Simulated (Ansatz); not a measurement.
Ligand exchange: C3H9NZn + C2H4F2O → C2H7NZn + C3H6F2O

Species: C3H9NZn `[CH3][Zn][N](C)C`, singlet; C2H4F2O `COC(F)F`, singlet; C2H7NZn `C[N](C)[ZnH]`, singlet; C3H6F2O `CCOC(F)F`, singlet. The partners trade CH3 for H: Zn–CH3 and C–H bonds give way to Zn–H and C–CH3.

Shapes, held fixed at every level: PBE0-D4/def2-TZVP. Flexible molecules stand in one conformer, not always the lowest. Programs: Ansatz 0.2.0. Electronic energies: no zero-point or thermal term.

Question: Estimate ΔE of this reaction.

Answer: wB97M-V/def2-TZVPP gives ΔE = +16.8 kJ/mol; the levels span +9.4 to +19.3. The median of the levels is +17.4. No measured value is set beside it here. Relativity is left out for Zn. Times are processor times on shared x86 and Arm servers, and rough.

```tsv
level	kind	ΔE (kJ/mol)	CPU time (sum over the molecules)
HF/def2-TZVPP	Hartree–Fock	+9.4	–
PBE-D4/def2-TZVPP	GGA	+19.3	42 s
r2SCAN-D4/def2-TZVPP	meta-GGA	+18.5	75 s
B3LYP-D4/def2-TZVPP	global hybrid	+17.4	79 s
PBE0-D4/def2-TZVPP	global hybrid	+17.4	49 s
wB97X-V/def2-TZVPP	range-separated hybrid	+15.1	2.2 min
wB97M-V/def2-TZVPP	range-separated hybrid	+16.8	3.1 min
```
